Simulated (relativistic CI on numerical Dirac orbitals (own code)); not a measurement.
**What each ingredient does to the levels of Gd45+**

Base calculation: Dirac-Coulomb-Breit CI, orbitals from a KLI potential per configuration, model QED, unscaled Slater integrals.

Configuration list (outside the closed core [Ne]): 3s2.3p6.3d, 3s2.3p5.3d2, 3s.3p6.3d2, 3s2.3p6.4s, 3s2.3p6.4p, 3s2.3p6.4d, 3s2.3p5.3d.4s, 3s2.3p6.4f, 3s2.3p5.3d.4p, 3p6.3d3, 3p5.3d4, 3p5.3d3.4s. Double excitations out of closed p, d and f shells are left out; levels of such configurations are missing from the list, as are those of other unlisted configurations, and high levels can miss mixing partners. These lack a partner that the ground configuration has and come out too high: 3s2.3p5.3d.4p.

Variants: (1) QED terms removed; (2) non-relativistic limit. Shifts of the energy above 3s2.3p6.3d 2D_3/2, in eV, for the lowest level and the first level of each name with at least 55 % of one term (blank where a level changes its place among those of its configuration and J or its character, or is not in the variant):

```tsv
Level	Base	Δ(1)	Δ(2)
3s2.3p6.3d 2D_3/2	0.000	0.000	0.000
3s2.3p6.3d 2D_5/2	38.786	-0.104	-38.785
3s2.3p5.3d2 4D°_1/2	207.954	+0.394	-20.773
3s2.3p5.3d2 4G°_9/2	246.716	+0.302	-49.957
3s2.3p5.3d2 2H°_11/2	255.425	+0.296	
3s2.3p5.3d2 4G°_11/2	286.970	+0.206	
3s2.3p5.3d2 2F°_5/2	292.978	+0.249	-86.267
3s2.3p5.3d2 2P°_1/2	296.952	+0.276	-85.261
3s.3p6.3d2 4F_3/2	559.722	+2.781	-201.981
3s.3p6.3d2 4F_5/2	566.987	+2.776	-209.246
3s.3p6.3d2 4P_1/2	582.969	+2.772	-212.670
3s.3p6.3d2 4F_7/2	596.302	+2.679	-238.560
3s.3p6.3d2 4P_3/2	606.216	+2.683	-235.917
3s.3p6.3d2 2F_5/2	613.587	+2.684
```

At this charge energies of transitions that change n are usually good to better than 1 %, and those within a shell (Δn = 0) to a few per cent.

Ionisation energy from the two ground configurations alone: base 3660.24 eV. The NIST ASD value (theoretical) is 3660 eV.

LS names give the leading component of a level, which can be under half, so a name can repeat, a term be missing and a line seem to break the LS rules.
